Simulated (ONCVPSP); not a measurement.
# Before and after: ONCV potential for cobalt

- Element: Co (Z = 27)
- Generator: ONCVPSP 4.0.1
- Type: optimised norm-conserving Vanderbilt (ONCV)
- Functional: PBE
- Relativity: scalar-relativistic
- Frozen core: [Ar]
- Valence charge: 9
- Reference configuration: 3d8 4s1
- Partial waves: 4s: rc 2.60 bohr, ncon 4, nbas 7, qcut 2.1 1/bohr, 1 projector; p scattering state at 0.41 Ha: rc 2.15 bohr, ncon 4, nbas 7, qcut 4 1/bohr, 2 projectors, debl 0.5 Ha; 3d: rc 1.25 bohr, ncon 5, nbas 10, qcut 13.5 1/bohr, 1 projector; f scattering state at 0.45 Ha: rc 2.50 bohr, ncon 4, nbas 7, qcut 5 1/bohr, 2 projectors, debl 1.6 Ha
- Local potential: polynomial inside 1.25 bohr (lpopt 5, dvloc0 0 Ha)
- Core correction: Teter function, fcfact 3.5, rcfact 1

Change: p: ncon 5, nbas 8.

Cutoffs: the cutoffs (Ha) at which the residual kinetic energy of the hardest occupied pseudo-wave falls to 1 and 0.1 mHa per electron; they do not see the model core or the augmentation charge, which bear on the density cutoff. Errors are all-electron minus pseudo energies relative to the spin-unpolarised reference configuration.

Task: What does the change do?

Result: The potential gets neither clearly harder nor softer (70 Ha and 79 Ha → 70 Ha and 79 Ha); the bound ghosts move from s to p, s; the errors of the 4 common tests hardly move; the range in which the p phases agree widens (upper end 2.2 → 3.8).

| quantity | base | changed |
| --- | --- | --- |
| cutoff, loose | 70 Ha | 70 Ha |
| cutoff, tight | 79 Ha | 79 Ha |
| bound ghosts | s | s, p |
| GHOST(+) flags under 300 eV | p at 72.1 eV | none |
| error for 3d7 4s2, meV [ΔE 1.20 eV] | -57 | -57 |
| error for 3d7 4s1, meV [ΔE 10.23 eV] | -43 | -43 |
| error for 3d7 4s0, meV [ΔE 27.02 eV] | +15 | +15 |
| error for 3d7.5 4s1.5, meV [ΔE 0.24 eV] | -9.0 | -9.0 |
| s: phases at 2.64 bohr within 0.05 rad from the reference energy up to (Ha; the scan ends near 5) | 1.4 | 1.4 |
| p: phases at 2.18 bohr within 0.05 rad from the reference energy up to (Ha; the scan ends near 5) | 2.2 | 3.8 |
| d: phases at 1.27 bohr within 0.05 rad from the reference energy up to (Ha; the scan ends near 5) | 2.5 | 2.5 |
| f: phases at 2.53 bohr within 0.05 rad from the reference energy up to (Ha; the scan ends near 5) | 3.6 | 3.6 |
| rms error of d²Exc/dni dnj with the model core, mHa | 6.61 | 6.61 |

 A true bound ghost makes a file unfit for plane-wave use even where its test errors are small: the radial tests pick states by their node count and pass the ghost by.
